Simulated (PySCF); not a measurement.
C₃H₃, doublet (typed; the unrestricted solution is spin-contaminated), at a GFN2-xTB geometry. Base run: HF/def2-SVP (PySCF).

Geometry (Å):
```xyz
6

C      0.0012     0.0100     0.1104
C      0.0139     0.1204     1.3246
C     -0.0130    -0.1123    -1.2359
H      0.0248     0.2153     2.3686
H      0.9023    -0.2456    -1.7837
H     -0.9396    -0.0783    -1.7796
```
Charge 0, spin multiplicity 2.
Orbitals are unrestricted.
All else is at PySCF's defaults.
Base energy -115.16573 Eh.

Variants of this job, named by their change:

| change | ΔE vs base (mEh) | SCF cycles | <S^2> | outcome |
|---|---|---|---|---|
| base | 0.000 | 16 | 0.960 | converged |
| solver = newton; init_guess = 1e | 284.3 | - | 0.849 | another SCF solution |
| conv_tol = 1e-12 | 0.000 | 20 | 0.960 | converged |
| diis = off (with mf.max_cycle = 100) | 0.000 | 62 | 0.960 | converged |
| conv_tol = 1e-6 | 0.000 | 12 | 0.960 | converged |
| diis_space = 12 | 0.000 | 15 | 0.960 | converged |
| level_shift = 0.1 (with mf.max_cycle = 100) | 0.000 | 17 | 0.960 | converged |
| conv_tol = 1e-7 | 0.000 | 14 | 0.960 | converged |
| init_guess = huckel | 0.000 | 16 | 0.960 | converged |
| diis_space = 2 | - | 50 | - | not converged |
| conv_tol = 1e-11 | 0.000 | 18 | 0.960 | converged |
| conv_tol_grad = 1e-7 | 0.000 | 20 | 0.960 | converged |
| DIIS = EDIIS | - | 50 | - | not converged |

A guess, shift, damping, solver or small numerical setting can't move a converged solution much, so rows marked as another SCF solution ended in a different state.

Open shells are given as the SCF converged; they aren't shown to be the lowest states, and a large step between rows can be another state.
